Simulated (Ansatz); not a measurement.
Two isomers of C2H5FO2Si: A = `C[C@]1(F)O[Si@H]1O`, B = `O=C(O)C[SiH2]F`.

Computed with Ansatz on PBE0-D4/def2-TZVP structures; ΔE is electronic, products minus reactants. CCSD(T)/CBS is the MP2 limit (def2-TZVPP, def2-QZVPP) plus CCSD(T) − MP2 in def2-TZVPP, frozen cores. DFT in def2-TZVPP. B3LYP here is the variant with VWN-RPA as its local correlation; programs differ in this. Each species was taken in one conformer, which may not be the lowest.

**Question.** Which isomer does CCSD(T)/CBS put lower? Give the gap. (Best estimate.)

**Answer.** Computed: B, by 107.1 kJ/mol.

**Question.** Give E(B) − E(A) in kJ/mol with PBE-D4, B3LYP, CCSD/def2-TZVPP, PBE0-D4, B3LYP-D4, HF/def2-TZVPP, r2SCAN-D4. (An estimate is asked.)

**Answer.** Ansatz gave: PBE-D4 -103.5, B3LYP -114.5, CCSD/def2-TZVPP -115.0, PBE0-D4 -107.3, B3LYP-D4 -113.8, HF/def2-TZVPP -144.1, r2SCAN-D4 -104.5. None reverses the order clearly.

Largest T1 diagnostic: 0.014.

From PBE to PBE0 (25 % exact exchange), in def2-TZVPP and without D4, E(B) − E(A) moves by −3.7 kJ/mol. In def2-TZVPP, CCSD(T) changes the Hartree–Fock value by +31.3 kJ/mol (the triples alone add +2.2 kJ/mol) and MP2 by +33.8 kJ/mol.
